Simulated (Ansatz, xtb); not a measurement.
## A geometry optimisation of B2ClH5OSi with r2SCAN-D4/def2-SVP

The starting geometry of this gas-phase singlet has its atoms placed at random.

```csv
atom,x (Å),y (Å),z (Å)
B,0.1978,1.4847,-0.7298
B,-0.0366,0.3580,1.2824
Cl,-0.7942,-1.3547,0.5162
O,-1.5978,0.7949,-0.5338
Si,-1.9247,-0.8720,-1.3850
H,-0.4272,0.2567,-1.0493
H,-1.6038,0.4085,0.3659
H,-1.3558,-0.7246,1.6430
H,-0.9426,0.2792,2.0316
H,-0.5376,-1.0125,-1.1711
```

Problem. One run relaxed it with r2SCAN-D4/def2-SVP. What is a likely outcome?

Solution. It ends as a structure with H10 bridging Si5 and B1, given below by its coordinates. Distances that change by over a tenth: B1–Si5 (3.24 → 2.31 Å), B1–H6 (1.41 → 1.21 Å), Si5–H10 (1.41 → 1.68 Å). Contacts that open: B2–Cl3 (2.02 → 2.64 Å), Cl3–H8 (1.41 → 3.01 Å). Contacts that close: B1–B2 (2.32 → 1.70 Å), B1–O4 (1.93 → 1.57 Å), B1–H10 (2.64 → 1.36 Å), B2–H8 (1.74 → 1.21 Å).

The energy falls by 16.44 eV over 38 steps:

```
step  E − E(last) (eV)
   1            16.444
   5             7.424
   9             4.137
  13             1.363
  17             0.808
  22             0.492
  26             0.031
  30             0.005
  34             0.000
  38             0.000
```

Final geometry (Å):

| atom | x (Å) | y (Å) | z (Å) |
| --- | --- | --- | --- |
| B | -0.3979 | 0.4358 | -0.4395 |
| B | -0.2100 | 0.0628 | 1.2084 |
| Cl | -2.0642 | -1.7701 | 0.8245 |
| O | -1.9009 | 0.6921 | -0.8121 |
| Si | -1.9113 | -1.1102 | -1.2526 |
| H | 0.3280 | 1.1367 | -1.1098 |
| H | -2.4067 | 0.9121 | -0.0109 |
| H | 0.6340 | -0.6981 | 1.6225 |
| H | -0.8182 | 0.6976 | 2.0495 |
| H | -0.2753 | -0.7405 | -1.1097 |

From the same start GFN2-xTB ends elsewhere, differing in B1–Si5 (3.19 against 2.31 Å here), B1–H10 (3.41 against 1.36 Å here).

From so rough a start the end depends on the optimiser's path, so another program may land elsewhere. No frequencies were run, so the end isn't proven a minimum. Run with Ansatz 0.2.0, 70 s on 2 threads of Intel(R) Xeon(R) 6975P-C (Granite Rapids), with other jobs on the host.
